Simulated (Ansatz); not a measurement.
A run for Ansatz (a program for electronic structure): R-B3LYP-D3(BJ)/def2-TZVP on CH4GeO2 (SMILES C[O][Ge][OH]).

Ansatz 0.2 input:
```yaml
crystal:
  periodic: [false, false, false]
  atoms:
    - {symbol: C, position_ang: [-1.23695612, -0.17322632, 0.24113267]}
    - {symbol: O, position_ang: [-0.39685601, 0.93715745, 0.43800440]}
    - {symbol: Ge, position_ang: [1.30630394, 1.32316384, 0.25862062]}
    - {symbol: O, position_ang: [1.90328281, -0.27354646, -0.33912699]}
    - {symbol: H, position_ang: [-0.67601539, -1.02491647, -0.14761074]}
    - {symbol: H, position_ang: [-1.69569491, -0.44870279, 1.19370792]}
    - {symbol: H, position_ang: [-2.02330256, 0.09534779, -0.46829318]}
    - {symbol: H, position_ang: [2.81923823, -0.43527702, -0.54784171]}
basis:
  gaussian:
    orbitals: def2-TZVP
hamiltonian:
  xc: b3lyp
  dispersion: d3bj
relax: {f_tol: 0.003, max_steps: 120}
scf: {lower_state_search: off}
```

It printed:

```
WARN ansatz: RAYON_NUM_THREADS=1 ignored (pool sized by the plan → 1); use --threads N
Functional definition: B3LYP
these checks for a lower state are left out or cut short: stability, starts, cluster_reference, orbital_swaps, neighbouring_geometries, increment
integrals: 0.08 GiB planned
1047 factors; their error is unknown
mean field: 0.73 GiB planned
mean field evaluation 1: about -61706.1675 eV, gradient 8.5e1 eV
mean field evaluation 2: about -61650.7480 eV, gradient 1.8e2 eV
mean field evaluation 4: about -61718.7083 eV, gradient 1.2e1 eV
mean field evaluation 8: about -61718.9641 eV, gradient 2.1e-1 eV
mean field evaluation 16: about -61719.1768 eV, gradient 3.7e-3 eV
mean field -61719.17678979 eV, -2268.1379122644 hartree, gradient 6.1e-6 eV, S^2 0.000000; 0 other end points of the search recorded, 0 dependent functions left out
the calculation of the forces begins
reference -61719.17703342 eV, -2268.1379212173 hartree; 29, 29 occupied and 136, 136 virtual orbitals, 1047 factors
relax step   1: F+E_penalty+E_count = -61719.41631112 eV  Δ(F+E_penalty+E_count) = +0.000e0 eV  max|allowed force component| = 7.110e-1 eV/Å  Δτ_max = 0.0000 Å  (17 SCF iters, accepted)
these checks for a lower state are left out or cut short: stability, starts, cluster_reference, orbital_swaps, neighbouring_geometries, increment
integrals: 0.08 GiB planned
1047 factors; their error is unknown
mean field: 0.74 GiB planned
mean field -61719.21042951 eV, -2268.1391485012 hartree, gradient 2.2e-6 eV, S^2 0.000000; 0 other end points of the search recorded, 0 dependent functions left out
the calculation of the forces begins
reference -61719.21067211 eV, -2268.1391574166 hartree; 29, 29 occupied and 136, 136 virtual orbitals, 1047 factors
relax step   2: F+E_penalty+E_count = -61719.45251473 eV  Δ(F+E_penalty+E_count) = -3.620e-2 eV  max|allowed force component| = 3.813e-1 eV/Å  Δτ_max = 0.0812 Å  (21 SCF iters, accepted)
these checks for a lower state are left out or cut short: stability, starts, cluster_reference, orbital_swaps, neighbouring_geometries, increment
integrals: 0.08 GiB planned
1047 factors; their error is unknown
mean field: 0.74 GiB planned
mean field evaluation 32: about -61719.2355 eV, gradient 3.9e-3 eV
mean field -61719.23547360 eV, -2268.1400688546 hartree, gradient 3.1e-6 eV, S^2 0.000000; 0 other end points of the search recorded, 0 dependent functions left out
the calculation of the forces begins
reference -61719.23571302 eV, -2268.1400776530 hartree; 29, 29 occupied and 136, 136 virtual orbitals, 1047 factors
relax step   3: F+E_penalty+E_count = -61719.48175971 eV  Δ(F+E_penalty+E_count) = -2.924e-2 eV  max|allowed force component| = 2.680e-1 eV/Å  Δτ_max = 0.1070 Å  (20 SCF iters, accepted)
these checks for a lower state are left out or cut short: stability, starts, cluster_reference, orbital_swaps, neighbouring_geometries, increment
integrals: 0.08 GiB planned
1047 factors; their error is unknown
mean field: 0.74 GiB planned
mean field -61719.24095389 eV, -2268.1402702512 hartree, gradient 2.6e-6 eV, S^2 0.000000; 0 other end points of the search recorded, 0 dependent functions left out
the calculation of the forces begins
reference -61719.24119299 eV, -2268.1402790382 hartree; 29, 29 occupied and 136, 136 virtual orbitals, 1047 factors
relax step   4: F+E_penalty+E_count = -61719.48657756 eV  Δ(F+E_penalty+E_count) = -4.818e-3 eV  max|allowed force component| = 7.165e-2 eV/Å  Δτ_max = 0.0374 Å  (22 SCF iters, accepted)
these checks for a lower state are left out or cut short: stability, starts, cluster_reference, orbital_swaps, neighbouring_geometries, increment
integrals: 0.08 GiB planned
1047 factors; their error is unknown
mean field: 0.74 GiB planned
mean field -61719.24100410 eV, -2268.1402720965 hartree, gradient 2.5e-6 eV, S^2 0.000000; 0 other end points of the search recorded, 0 dependent functions left out
the calculation of the forces begins
reference -61719.24124297 eV, -2268.1402808749 hartree; 29, 29 occupied and 136, 136 virtual orbitals, 1047 factors
relax step   5: F+E_penalty+E_count = -61719.48657341 eV  Δ(F+E_penalty+E_count) = +4.156e-6 eV  max|allowed force component| = 4.929e-2 eV/Å  Δτ_max = 0.0176 Å  (22 SCF iters, rejected (line search))
these checks for a lower state are left out or cut short: stability, starts, cluster_reference, orbital_swaps, neighbouring_geometries, increment
integrals: 0.08 GiB planned
1047 factors; their error is unknown
mean field: 0.74 GiB planned
mean field -61719.24113955 eV, -2268.1402770741 hartree, gradient 2.6e-6 eV, S^2 0.000000; 0 other end points of the search recorded, 0 dependent functions left out
the calculation of the forces begins
reference -61719.24137838 eV, -2268.1402858512 hartree; 29, 29 occupied and 136, 136 virtual orbitals, 1047 factors
relax step   6: F+E_penalty+E_count = -61719.48698817 eV  Δ(F+E_penalty+E_count) = -4.106e-4 eV  max|allowed force component| = 1.241e-2 eV/Å  Δτ_max = 0.0082 Å  (22 SCF iters, accepted)
these checks for a lower state are left out or cut short: stability, starts, cluster_reference, orbital_swaps, neighbouring_geometries, increment
integrals: 0.08 GiB planned
1047 factors; their error is unknown
mean field: 0.74 GiB planned
mean field -61719.24118591 eV, -2268.1402787778 hartree, gradient 2.6e-6 eV, S^2 0.000000; 0 other end points of the search recorded, 0 dependent functions left out
the calculation of the forces begins
reference -61719.24142476 eV, -2268.1402875557 hartree; 29, 29 occupied and 136, 136 virtual orbitals, 1047 factors
relax step   7: F+E_penalty+E_count = -61719.48699463 eV  Δ(F+E_penalty+E_count) = -6.461e-6 eV  max|allowed force component| = 4.140e-3 eV/Å  Δτ_max = 0.0018 Å  (23 SCF iters, accepted)
these checks for a lower state are left out or cut short: stability, starts, cluster_reference, orbital_swaps, neighbouring_geometries, increment
integrals: 0.08 GiB planned
1047 factors; their error is unknown
mean field: 0.74 GiB planned
mean field evaluation 64: about -61719.0278 eV, gradient 1.2e-4 eV
mean field -61719.24117875 eV, -2268.1402785150 hartree, gradient 2.6e-6 eV, S^2 0.000000; 0 other end points of the search recorded, 0 dependent functions left out
the calculation of the forces begins
reference -61719.24141762 eV, -2268.1402872931 hartree; 29, 29 occupied and 136, 136 virtual orbitals, 1047 factors
relax step   8: F+E_penalty+E_count = -61719.48699654 eV  Δ(F+E_penalty+E_count) = -1.909e-6 eV  max|allowed force component| = 2.541e-4 eV/Å  Δτ_max = 0.0015 Å  (23 SCF iters, accepted)
Total energy: -61719.48723540 eV, -2268.1493209300 hartree
Atom 0 at    -1.173716    -0.161723     0.234450 Å, force     0.000190     0.000052     0.000254 eV/Å
Atom 1 at    -0.435402     1.030336     0.476667 Å, force    -0.000243    -0.000126    -0.000089 eV/Å
Atom 2 at     1.309284     1.312619     0.257711 Å, force     0.000167    -0.000023     0.000069 eV/Å
Atom 3 at     1.753020    -0.344293    -0.336711 Å, force    -0.000101     0.000080    -0.000058 eV/Å
Atom 4 at    -0.541359    -0.965044    -0.145079 Å, force     0.000052    -0.000034     0.000105 eV/Å
Atom 5 at    -1.642701    -0.483411     1.167335 Å, force    -0.000133     0.000005    -0.000002 eV/Å
Atom 6 at    -1.960316     0.052054    -0.492960 Å, force     0.000079     0.000053    -0.000190 eV/Å
Atom 7 at     2.691191    -0.440536    -0.532820 Å, force    -0.000010    -0.000006    -0.000089 eV/Å
Dipole moment:     0.286891    -0.044185    -0.064675 e Å
Checks for a lower state left out: stability, starts, cluster_reference, orbital_swaps, neighbouring_geometries, increment
```

The calculation finished and met its thresholds.

Cost: around 30 core-seconds (rough).
